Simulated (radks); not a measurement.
Dipole-allowed excitations along the series with 28 electrons in [Ar] 3d10. All-electron calculation, scalar-relativistic Kohn-Sham, LDA (Slater exchange, VWN5 correlation), spin-polarised, spherical densities, finite nucleus; Fermi nuclear charge, rms radius of each element as measured or else 0.836 A^(1/3) + 0.57 fm. Program: a radial shooting solver on a logarithmic mesh with Libxc functionals. Time-dependent linear response with the Hartree and adiabatic LDA kernel, continuum included through the Sternheimer equations, no spin-orbit coupling, so fine structure and intercombination lines are absent. Lines are the poles of the dipole polarisability below minus the highest occupied eigenvalue, found on a grid refined at the orbital gaps; the lowest seven at most are given, and weak or close lines can be missed. The first line takes the name of the lowest orbital gap if no other gap lies below it; otherwise a line is named after a gap within 0.6 % of it, if that gap stands alone.

species  -e(HOMO) (eV)  lowest orbital gap (eV)  first line (eV)      f  strongest line (eV)  its f  static alpha (bohr^3)
Cu+             14.011              3d-4p 7.385    7.859 (3d-4p)  0.362            the first  0.362                  8.163
Zn2+            31.233             3d-4p 15.541   16.160 (3d-4p)  0.471            the first  0.471                  2.998
Ga3+            52.859             3d-4p 25.690   26.429 (3d-4p)  0.526            the first  0.526                  1.491
Ge4+            78.399             3d-4p 37.573   38.429 (3d-4p)  0.552            the first  0.552                 0.8721
As5+            107.58             3d-4p 51.043   52.021 (3d-4p)  0.562       84.636 (3d-4f)  0.597                 0.5641
Se6+            140.23             3d-4p 66.013   67.115 (3d-4p)  0.564       107.24 (3d-4f)  0.864                 0.3903
